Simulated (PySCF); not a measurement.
SiHClBr2, SMILES Br[SiH](Br)Cl.

Geometry optimised at B3LYP-D3(BJ)/def2-SVP.

Two levels are set side by side: PBE/def2-TZVP (PySCF) and PBE0/def2-TZVP (PySCF). Same geometry, gas phase. Differences are taken from unrounded values.

```json
[
 {"quantity": "orbital gap (eV)", "PBE0": "7.68", "PBE": "5.48", "PBE minus PBE0": "-2.20"},
 {"quantity": "highest occupied level (eV)", "PBE0": "-8.73", "PBE": "-7.44", "PBE minus PBE0": "1.29"},
 {"quantity": "lowest empty level (eV)", "PBE0": "-1.05", "PBE": "-1.95", "PBE minus PBE0": "-0.91"},
 {"quantity": "dipole moment (D)", "PBE0": "0.77", "PBE": "0.69", "PBE minus PBE0": "-0.09"},
 {"quantity": "mean polarisability (bohr³)", "PBE0": "74.2", "PBE": "76.6", "PBE minus PBE0": "2.4"}
]
```

Without exact exchange PBE keeps part of each electron's self-repulsion, which lifts occupied levels and narrows the gap. Loosely held outer electrons make PBE densities more polarisable. Differences between two approximate levels are no errors against the true value.

Rough cost on one machine, each run with all the roots and properties that it gave: PBE0 against PBE within a factor of 2.
